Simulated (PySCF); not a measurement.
All values below come from PySCF with PBE-D3(BJ)/def2-TZVP // B3LYP-D3(BJ)/def2-SVP. Gas-phase values, no solvent. One relaxed conformer stands for a flexible species; it need not be the lowest. Excitations are Tamm–Dancoff values on a coarser integration grid. The basis has no diffuse functions, so Rydberg states are missing or too high.

Reference species (SMILES): `Bc1c(C=C)ccc2ccsc12` (neutral, multiplicity 1).

```
Item                                           Value
-------------------------------------------  -------
brightest of the four lowest singlets (TDA)  4.15 eV
S1 excitation (TDA)                          3.03 eV
```

Changed species: `Bc1cc2cc(C=C)ccc2s1`.

Task: Predict the effect on the brightest of the four lowest singlets (TDA) and S1 excitation (TDA).

Result: the brightest of the four lowest singlets (TDA) goes up by 0.25 eV, to 4.40 eV; the S1 excitation (TDA) decreases by 0.18 eV, to 2.85 eV.
